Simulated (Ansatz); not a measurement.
Born–Oppenheimer molecular dynamics of F₄H₂W (7 atoms, charge 0, multiplicity 1). It starts from a relaxed structure.

Computed with Ansatz 0.2.0, RKS B3LYP-D4/def2-SVP.

* ensemble: NVT, Langevin thermostat
* time step: 1 fs
* steps asked: 100
* set temperature: 500 K
* friction: 0.01 /fs
* seed: 975634

First frame:

```xyz
7
Properties=species:S:1:pos:R:3
W 0.133 0.000 0.133
F -0.733 0.000 1.825
F 1.825 0.000 -0.733
F 0.332 1.815 0.332
H -1.507 0.000 -0.252
F 0.332 -1.815 0.332
H -0.252 0.000 -1.507
```

Task: How far do the bonds stretch over the last three quarters of this one trajectory? (Pairs bonded in most of those frames.)

Result: 
```json
{"bond": "W1–F2", "mean (Å)": "1.914", "spread (Å)": "0.038", "shortest": "1.82", "longest": "1.97"}
{"bond": "W1–F3", "mean (Å)": "1.904", "spread (Å)": "0.026", "shortest": "1.85", "longest": "1.94"}
{"bond": "W1–F4", "mean (Å)": "1.844", "spread (Å)": "0.031", "shortest": "1.79", "longest": "1.89"}
{"bond": "W1–H5", "mean (Å)": "1.681", "spread (Å)": "0.048", "shortest": "1.60", "longest": "1.77"}
{"bond": "W1–F6", "mean (Å)": "1.839", "spread (Å)": "0.054", "shortest": "1.76", "longest": "1.94"}
{"bond": "W1–H7", "mean (Å)": "1.689", "spread (Å)": "0.048", "shortest": "1.60", "longest": "1.77"}
```

Mean temperature of the second half: 397 K. The mean temperature of the second half is 21 % below the set value. A run of 0.1 ps of so small a system gives no equilibrium averages.

The run took 4.6 min on 2 threads of Arm Neoverse V2, on a shared host, peak memory 0.21 GiB.
